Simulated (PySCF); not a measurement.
**Cost of excited-state runs on `InChI=1S/C6H11NS/c1-2-6(8)4-3-5-7/h6,8H,2-4H2,1H3/t6-/m1/s1`**

Geometry:
```tsv
atom	x (Å)	y (Å)	z (Å)
C1	2.590	0.264	0.494
C2	1.471	-0.420	-0.281
C3	0.092	0.151	0.035
S4	-0.033	1.911	-0.525
C5	-1.020	-0.638	-0.652
C6	-2.416	-0.195	-0.195
C7	-2.600	-0.443	1.212
N8	-2.720	-0.646	2.330
H9	2.403	0.207	1.565
H10	3.539	-0.222	0.286
H11	2.675	1.310	0.208
H12	1.460	-1.484	-0.030
H13	1.657	-0.329	-1.353
H14	-0.076	0.160	1.116
H15	0.525	2.449	0.553
H16	-0.885	-1.700	-0.430
H17	-0.942	-0.504	-1.733
H18	-2.544	0.876	-0.379
H19	-3.186	-0.738	-0.748
```

PySCF with density fitting, on 1 thread of an Arm Neoverse V1, shared host. Command: `OMP_NUM_THREADS=1 python excited_run.py task.json out`

Question: How long does each of these runs take, and how much memory?
- magnetisability and related constants, KT3/pcSseg-1; isotopologues; writes grids
- magnetisability and related constants, PW91/6-31G; grid level 3

Answer: 
| run | level | basis functions | wall time | peak memory (GiB) |
| --- | --- | --- | --- | --- |
| magnetisability and related constants | KT3/pcSseg-1 | 198 | 60 s | 0.72 |
| magnetisability and related constants | PW91/6-31G | 98 | 32 s | 0.49 |

Times from a shared host are rough.
